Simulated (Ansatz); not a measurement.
Calculated with Ansatz (gas phase, PBE0-D4/def2-TZVP geometries, no zero-point term in ΔE). CBS: MP2 limit from def2 TZ/QZ plus the TZ coupled-cluster correction, frozen cores. This one scheme is used for every species. One conformer a species, not always the lowest.

Reaction (hydrogenolysis of the Al–F bond): `C[NH][Al]([F])[Cl]` + H₂ → `C[NH][AlH][Cl]` + H–F

```json
{"species": "`C[NH][Al]([F])[Cl]`", "HF/CBS(def2) energy (Eh)": "-895.83424"}
{"species": "H₂", "HF/CBS(def2) energy (Eh)": "-1.13356"}
{"species": "`C[NH][AlH][Cl]`", "HF/CBS(def2) energy (Eh)": "-796.83705"}
{"species": "H–F", "HF/CBS(def2) energy (Eh)": "-100.07071"}
```

(1) Work out ΔE.

(2) What do rigid-rotor, harmonic-oscillator terms from PBE0-D4/def2-TZVP frequencies (298.15 K, 1 bar) make of the CCSD(T)/CBS value? (Estimate.)

Largest T1 diagnostic among the species: 0.011.

Results:

(1) ΔE = (-796.83705) + (-100.07071) − (-895.83424) − (-1.13356) = 0.06004 Eh = +37.7 kcal/mol. CCSD(T)/CBS gives +37.7 kcal/mol.

(2) Computed: ΔZPE = +2.2 kcal/mol, ΔH = +39.3 kcal/mol, ΔS = 19 J/(mol·K), ΔG = +38.0 kcal/mol.

Leaving LDA and LC-ωPBE aside and taking each functional with its dispersion term where it has one, the values, not all of them listed here, spread over 3.9 kcal/mol, from HSE06-D4 to r2SCAN-D4. LDA lies −0.9 kcal/mol from PBE without D4. From r2SCAN to r2SCAN0 (25 % exact exchange), in def2-TZVPP and without D4, ΔE moves by −1.1 kcal/mol.
